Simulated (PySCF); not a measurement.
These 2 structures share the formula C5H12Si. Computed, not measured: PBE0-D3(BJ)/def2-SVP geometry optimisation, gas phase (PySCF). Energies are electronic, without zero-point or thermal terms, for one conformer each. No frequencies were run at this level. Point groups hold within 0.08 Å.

Question: Rank from lowest to highest electronic energy at this level (kcal/mol).
A. `[CH3:1][CH:2]([CH3:3])[C@H:4]1[CH2:5][SiH2:6]1` with C1–C2–C4–C5 73°
B. `[CH3:1][SiH2:2][CH:3]1[CH2:4][CH2:5][CH2:6]1` with C1–Si2–C3–C4 168°, Si2–C3–C4–C5 -101°, C3–C4–C5–C6 -16°, C4–C5–C6–C3 16°, Si2–C3–C6–C5 101°

Answer: B (0.0), A (11.8).

As drawn, the lower has a four-membered ring, which the higher lacks; the higher has a three-membered ring, which the lower lacks.

| SMILES | E (Eh) | E rel (kcal/mol) | dipole (D) | point group | A, B, C (MHz) |
| --- | --- | --- | --- | --- | --- |
| C[SiH2]C1CCC1 | -486.64455 | 0.0 | 0.83 | C1 | 5763, 1698, 1515 |
| CC(C)[C@H]1C[SiH2]1 | -486.62576 | 11.8 | 0.18 | C1 | 4831, 1837, 1452 |

How do the relative energies change in single points at PBE0/pcSseg-1 (no added dispersion term) on the same geometries?

```csv
SMILES,PBE0-D3(BJ)/def2-SVP (kcal/mol),PBE0/pcSseg-1 (kcal/mol),shift
C[SiH2]C1CCC1,0.0,0.0,0.0
CC(C)[C@H]1C[SiH2]1,11.8,11.1,-0.7
```

Each column counts from its own lowest isomer. The order is unchanged; the largest shift is 0.7 kcal/mol.
